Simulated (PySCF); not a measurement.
# [PbF3]+ at several levels of theory

Computed with PySCF 2.14.0 (density fitting, no spin-orbit coupling) at the geometry relaxed with TPSS:

```xyz
4
[PbF3]+ (singlet)
Pb   -0.0580    0.0001   -0.0115
F     1.9475   -0.0020   -0.0106
F    -0.9430    1.7951   -0.0118
F    -0.9464   -1.7932   -0.0118
```

| level | basis | state | HOMO (eV) | gap (eV) | charge on Pb1 (e) | dipole about the centre of mass (D) | largest force component (eV/Å) |
| --- | --- | --- | --- | --- | --- | --- | --- |
| TPSS | Pb def2-SVP with ECP60, F def2-SVP | singlet | -16.20 | 2.50 | 1.59 | 0.46 | 0.08 |
| BP86 | the same | singlet | -16.18 | 2.25 | 1.54 | 0.44 | 0.16 |
| TPSS | Pb def2-TZVP with ECP60, F def2-TZVP | singlet | -16.38 | 2.58 | 1.68 | 0.46 | 0.75 |
| TPSS | Pb x2c-SVPall, F x2c-SVPall | singlet | -16.19 | 2.47 | 1.62 | 0.46 | 0.41 |

Charges are Mulliken's, which hang on the basis. The relaxation used the grid (50, 194), these runs (75, 302) or, all-electron (x2c bases, spin-free X2C Hamiltonian), (99, 590).

Question: A further run in the first row's basis gives HOMO (eV) -16.59, gap (eV) 2.87, charge on Pb1 (e) 1.76, dipole about the centre of mass (D) 0.49, largest force component (eV/Å) 0.08. Which level was it?
A. BLYP
B. M06-L
C. TPSSh

Answer: B. The others give HOMO -15.92 eV (BLYP); -17.06 eV (TPSSh).

In the first row's basis the gap widens with exact exchange: 2.2 to 2.9 eV for BLYP, BP86, TPSS, M06-L (none); 3.6 eV for TPSSh (a fixed share).

No frequency check is given that shows the relaxed geometry to be a minimum.
